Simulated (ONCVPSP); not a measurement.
**Before and after: ONCV potential for thallium**

```json
{"Element": "Tl", "Generator": "ONCVPSP 4.0.1", "Type": "optimised norm-conserving Vanderbilt (ONCV)", "Functional": "LDA (Perdew-Wang 92)", "Relativity": "non-relativistic", "Frozen core": "[Kr] 4d10 4f14", "Valence charge": "21", "Reference configuration": "5s2 5p6 5d10 6s2 6p1", "Partial waves": "5s+6s: rc 1.35 bohr, ncon 4, nbas 9, qcut 6.9 1/bohr, 2 projectors; 5p+6p: rc 1.40 bohr, ncon 4, nbas 7, qcut 11.3 1/bohr, 3 projectors, debl 3.4 Ha; 5d: rc 2.15 bohr, ncon 4, nbas 9, qcut 7.4 1/bohr, 2 projectors, debl 1.5 Ha", "Local potential": "polynomial inside 0.95 bohr (lpopt 3, dvloc0 0 Ha)", "Core correction": "Teter function fitted to the true core (icmod 2), fcfact 0.15"}
```

Change: s: qcut 5.8; p: qcut 9.6; d: qcut 6.3.

Cutoffs: the cutoffs (Ha) at which the residual kinetic energy of the hardest occupied pseudo-wave falls to 1 and 0.1 mHa per electron; they do not see the model core or the augmentation charge, which bear on the density cutoff. Errors are all-electron minus pseudo energies relative to the spin-unpolarised reference configuration.

Task: Predict the effect on cutoff, ghosts and configuration errors.

Result: The potential gets harder (40 Ha and 120 Ha → 105 Ha and 134 Ha); of the 4 tests that both files solve, the error grows in 3 and shrinks in 0 by more than 15 % and 0.3 meV (median size 0.5 → 1.1 meV); neither file shows a bound ghost.

```csv
quantity,base,changed
"cutoff, loose",40 Ha,105 Ha
"cutoff, tight",120 Ha,134 Ha
loose cutoff by channel,"s 24 Ha, p 40 Ha, d 20 Ha","s 105 Ha, p 34 Ha, d 17 Ha"
bound ghosts,none,none
GHOST(+) flags under 300 eV,s at 94.3 eV,s at 89.6 eV
"error for 5s2 5p6 5d10 6s2 6p0, meV [ΔE 5.55 eV]",0.0,0.0
"error for 5s2 5p6 5d10 6s1 6p0, meV [ΔE 23.80 eV]",-0.7,-1.3
"error for 5s2 5p6 5d10 6s0 6p0, meV [ΔE 50.44 eV]",-4.8,-9.8
"error for 5s2 5p6 5d10 6s1 6p2, meV [ΔE 5.11 eV]",-0.4,-0.9
s: phases at 1.37 bohr within 0.05 rad from the reference energy up to (Ha; the scan ends near 5),2.8,2.5
p: phases at 1.42 bohr within 0.05 rad from the reference energy up to (Ha; the scan ends near 5),to the end of the scan,to the end of the scan
d: phases at 2.19 bohr within 0.05 rad from the reference energy up to (Ha; the scan ends near 5),to the end of the scan,to the end of the scan
"rms error of d²Exc/dni dnj with the model core, mHa",0.52,0.49
```
